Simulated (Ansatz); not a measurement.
Frontier orbitals of Cl2F2OW (`[O]=[W]([F])([F])([Cl])[Cl]`).

```xyz
6

O    -1.1320    0.4282    1.2516
W    -0.0060    0.0720    0.0723
F     0.4643    1.7056   -0.6718
F     1.6457    0.2210    0.9048
Cl    0.2820   -2.1785    0.2463
Cl   -1.2541   -0.2483   -1.8032
```

The species carries charge 0 and has multiplicity 1. Correlated methods include outer-core shells of W, which these sets cover unevenly. W takes the def2 core potential. The structure was optimised at the PBE0-D4/def2-TZVP level. Basis def2-TZVPP, the Gaussian-basis code of Ansatz.

```
functional  HOMO (eV)  LUMO (eV)
   LC-ωPBE     -12.32      -2.32
```

Q: Give HOMO and LUMO (eV) with LDA (SPW92), PBE, revPBE, BLYP, r2SCAN, B97M-V, PBE0, B3LYP, r2SCANh, r2SCAN0, HSE06 (plane-wave form), BHLYP, CAM-B3LYP, ωB97X-V, ωB97M-V, HF. (Best estimate.)

A: Computed: 
| functional | HOMO | LUMO |
| --- | --- | --- |
| LDA (SPW92) | -8.39 | -5.39 |
| PBE | -8.19 | -5.13 |
| revPBE | -8.12 | -5.04 |
| BLYP | -8.03 | -5.02 |
| r2SCAN | -8.58 | -5.18 |
| B97M-V | -8.66 | -5.14 |
| PBE0 | -9.61 | -4.52 |
| B3LYP | -9.34 | -4.72 |
| r2SCANh | -9.10 | -4.93 |
| r2SCAN0 | -9.87 | -4.53 |
| HSE06 (plane-wave form) | -9.21 | -4.90 |
| BHLYP | -10.89 | -3.70 |
| CAM-B3LYP | -10.94 | -3.47 |
| ωB97X-V | -11.95 | -2.39 |
| ωB97M-V | -11.79 | -2.39 |
| HF | -12.94 | -1.01 |

B3LYP here is the variant with VWN-RPA as its local correlation; programs differ in this. LC-ωPBE has ω = 0.4 bohr⁻¹.
